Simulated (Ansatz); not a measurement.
Isolated molecules relaxed with PBE0-D4/def2-TZVP in Ansatz; ΔE leaves out vibrations. CBS: MP2 limit from def2 TZ/QZ plus the TZ coupled-cluster correction, frozen cores. DFT in def2-TZVPP. B3LYP here is the variant with VWN-RPA as its local correlation; programs differ in this. For Zn outer-core shells are correlated without core-valence functions, which leaves a few kJ/mol of doubt a bond. Scalar relativity is left out up to krypton. Each species was taken in one conformer, which may not be the lowest.

Reaction (redistribution): `B[CH](C)[ZnH]` + `COCBF` → `BBCOC` + `C[CH](F)[ZnH]`

```json
{"level": "r2SCAN-D4", "ΔE (kcal/mol)": "69.4"}
{"level": "PBE0-D4", "ΔE (kcal/mol)": "69.4"}
{"level": "B3LYP-D4", "ΔE (kcal/mol)": "67.7"}
{"level": "ωB97X-V", "ΔE (kcal/mol)": "67.1"}
{"level": "B2PLYP", "ΔE (kcal/mol)": "70.0"}
{"level": "B3LYP", "ΔE (kcal/mol)": "66.5"}
{"level": "SCS-MP2/def2-TZVPP", "ΔE (kcal/mol)": "73.3"}
{"level": "CCSD/CBS(def2)", "ΔE (kcal/mol)": "70.4"}
```

(1) What does CCSD(T)/CBS give? (Best estimate.)

Largest T1 diagnostic among the species: 0.014.

## Answers

(1) The calculation gave: +71.7 kcal/mol. The listed levels differ from it by -2.3, -2.3, -4.0, -4.6, -1.7, -5.2, 1.6, -1.3 kcal/mol.

The D4 term adds +1.2 kcal/mol with B3LYP and +0.6 kcal/mol with PBE0; it sums over pairs of atoms, weighted by their polarisabilities, and B3LYP, whose exchange is more repulsive, gets the larger term. In def2-TZVPP, CCSD(T) changes the Hartree–Fock value by +5.9 kcal/mol (the triples alone add +1.2 kcal/mol) and MP2 by +9.5 kcal/mol. From PBE to PBE0 (25 % exact exchange), in def2-TZVPP and without D4, ΔE moves by +2.0 kcal/mol.
